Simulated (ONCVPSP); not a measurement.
# helium: from the effect back to the setting (ONCV)

Base potential:

helium (He), optimised norm-conserving Vanderbilt (ONCV), made with ONCVPSP 4.0.1 (PBE, scalar-relativistic). Core none, reference 1s2. Waves: 1s: rc 0.40 bohr, ncon 3, nbas 7, qcut 18.3 1/bohr, 3 projectors, debl 2.6 Ha; p scattering state at 0.37 Ha: rc 0.45 bohr, ncon 5, nbas 10, qcut 21.9 1/bohr, 3 projectors, debl 2.4 Ha. Local part: polynomial inside 0.35 bohr (lpopt 5, dvloc0 0 Ha). Core correction: none.

Cutoffs, loose and tight: the cutoffs (Ha) at which the residual kinetic energy of the hardest occupied pseudo-wave falls to 1 and 0.1 mHa per electron. They do not see the model core or the augmentation charge, which bear on the density cutoff. Test errors are all-electron minus pseudo excitation energies from the reference, over the configurations 1s1; 1s1.5; variants that change the core or the reference have their own tests.

Only the scale of all radii (base = 1) is moved (1 further runs of the sweep failed or gave no value and are left out):

```tsv
scale of all radii (base = 1)	cutoff, loose	cutoff, tight	bound ghosts	largest test error (meV)
0.85	130 Ha	315 Ha	p	-146
0.94	118 Ha	169 Ha	p	-179
1.01	113 Ha	158 Ha	none	-112
1.15	102 Ha	137 Ha	none	-31
1.25	96 Ha	129 Ha	none	-17
1.34	91 Ha	122 Ha	none	-8.5
```

Q: One more run gave cutoff, loose: 105 Ha; cutoff, tight: 143 Ha; bound ghosts: none; largest test error (meV): -49. Which value of the scale of all radii (base = 1) was used?

A: 1.08. The loose cutoff moves one way along this sweep, from 130 Ha at 0.85 to 91 Ha at 1.34, which places the run between 1.01 and 1.15.
